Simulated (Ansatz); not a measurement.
`C#CCCCCCCCCCC` with charge +1, relaxed as a doublet with UKS r2SCAN-D4/def2-SVP in Ansatz, starting from the r2SCAN-D4/def2-SVP geometry of the neutral singlet. Force threshold 0.03 eV/Å.

The gap within one spin of the relaxed charge 1 doublet nearly closes, so an electron or hole may be smeared out by delocalisation error.

Start:

Cartesian coordinates in Å:
```
C 0.109 5.625 -1.654
C 0.608 4.517 -1.669
C 1.187 3.181 -1.712
C 0.542 2.274 -2.773
C 1.229 0.913 -2.904
C 1.271 0.069 -1.627
C -0.098 -0.248 -1.031
C -0.031 -1.193 0.167
C -1.402 -1.512 0.762
C -1.381 -2.528 1.906
C -0.643 -2.063 3.162
C -0.720 -3.072 4.303
H -0.325 6.608 -1.634
H 1.094 2.720 -0.712
H 2.273 3.261 -1.907
H 0.573 2.793 -3.746
H -0.528 2.149 -2.533
H 2.262 1.067 -3.266
H 0.713 0.340 -3.696
H 1.897 0.565 -0.862
H 1.791 -0.880 -1.854
H -0.745 -0.691 -1.813
H -0.603 0.687 -0.721
H 0.463 -2.136 -0.137
H 0.623 -0.746 0.939
H -1.874 -0.575 1.114
H -2.056 -1.893 -0.044
H -0.928 -3.473 1.548
H -2.422 -2.780 2.181
H 0.417 -1.863 2.922
H -1.066 -1.094 3.490
H -1.766 -3.264 4.596
H -0.280 -4.039 4.008
H -0.182 -2.720 5.197
```

Estimate the energy that the relaxation releases and the steps that it takes.

0.14 eV, in 8 steps; 72 s on 4 threads of Intel Xeon Platinum 8488C on a shared host. No frequencies were taken in this run, so the end may be a saddle point.

Does the start keep its bonding?

By distances, no bond broke or formed. The bond that changes most is C3–C4, from 1.54 to 1.57 Å (atoms count from 1).

Predict the relaxed structure.


```xyz
34

C     0.0209    5.5206   -1.5379
C     0.5975    4.4320   -1.5749
C     1.2339    3.1527   -1.6576
C     0.5870    2.2723   -2.7855
C     1.2794    0.9151   -2.8802
C     1.2635    0.0278   -1.6368
C    -0.1334   -0.2725   -1.0852
C    -0.0744   -1.2402    0.0879
C    -1.4399   -1.4812    0.7541
C    -1.3847   -2.4791    1.8899
C    -0.7152   -1.9881    3.1766
C    -0.6316   -3.0079    4.2892
H    -0.4703    6.4803   -1.4959
H     1.1117    2.6214   -0.6946
H     2.3140    3.2717   -1.8526
H     0.6881    2.8183   -3.7363
H    -0.4917    2.1623   -2.5885
H     2.3239    1.0673   -3.2015
H     0.7599    0.3715   -3.6948
H     1.9063    0.4762   -0.8510
H     1.7584   -0.9292   -1.8808
H    -0.7632   -0.6947   -1.8894
H    -0.6298    0.6622   -0.7638
H     0.3633   -2.2001   -0.2413
H     0.6116   -0.8539    0.8730
H    -1.8761   -0.5276    1.1030
H    -2.1199   -1.8528   -0.0401
H    -0.9313   -3.4294    1.5557
H    -2.4337   -2.7306    2.1761
H     0.3207   -1.6906    2.8758
H    -1.1875   -1.0524    3.5278
H    -1.6365   -3.2657    4.6713
H    -0.1514   -3.9410    3.9562
H    -0.0694   -2.6150    5.1519
```
Bond lengths: 11 × C–C 1.23 to 1.57 Å; 22 × C–H 1.08 to 1.12 Å.
